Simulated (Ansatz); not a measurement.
Consider the ligand exchange at the Si–O bond: `[SiH3][O][Al]([Cl])[Br]` + `[NH2][GeH2][OH]` → `[OH][GeH2][NH][SiH3]` + `[OH][Al]([Cl])[Br]`.

Program: Ansatz. Geometries: PBE0-D4/def2-TZVP. ΔE: electronic, gas phase. CBS: MP2 limit from def2 TZ/QZ plus the TZ coupled-cluster correction, frozen cores. DFT in def2-TZVPP. B3LYP here is the variant with VWN-RPA as its local correlation; programs differ in this. For Br, Ge outer-core shells are correlated without core-valence functions, which leaves a few kJ/mol of doubt a bond. Scalar relativity is left out up to krypton. One conformer a species, not always the lowest.

| level | ΔE (kJ/mol) | difference from CCSD(T)/CBS |
| --- | --- | --- |
| PBE-D4 | 36.1 | -7.9 |
| r2SCAN-D4 | 44.1 | 0.1 |
| PBE0-D4 | 40.3 | -3.7 |
| B3LYP-D4 | 45.8 | 1.8 |
| ωB97X-V | 43.9 | -0.1 |
| ωB97M-V | 42.7 | -1.3 |
| B2PLYP | 46.9 | 2.9 |
| PBE | 37.9 | -6.1 |
| r2SCAN | 44.3 | 0.3 |
| PBE0 | 41.6 | -2.4 |
| B3LYP | 48.6 | 4.6 |
| HF/def2-TZVPP | 60.8 | 16.8 |
| MP2/def2-TZVPP | 42.2 | -1.8 |
| SCS-MP2/def2-TZVPP | 45.9 | 1.9 |
| CCSD/def2-TZVPP | 46.1 | 2.1 |
| CCSD(T)/def2-TZVPP | 43.3 | -0.7 |
| HF/def2-QZVPP | 62.5 | 18.5 |
| MP2/def2-QZVPP | 43.2 | -0.8 |
| SCS-MP2/def2-QZVPP | 46.8 | 2.8 |
| HF/CBS(def2) | 62.7 | 18.7 |
| MP2/CBS(def2) | 42.9 | -1.1 |
| CCSD/CBS(def2) | 46.9 | 2.9 |
| CCSD(T)/CBS | 44.0 | 0 |

Largest T1 diagnostic among the species: 0.012.

In def2-TZVPP, CCSD(T) changes the Hartree–Fock value by −17.6 kJ/mol (the triples alone add −2.9 kJ/mol) and MP2 by −18.6 kJ/mol. From PBE to PBE0 (25 % exact exchange), in def2-TZVPP and without D4, ΔE moves by +3.8 kJ/mol.
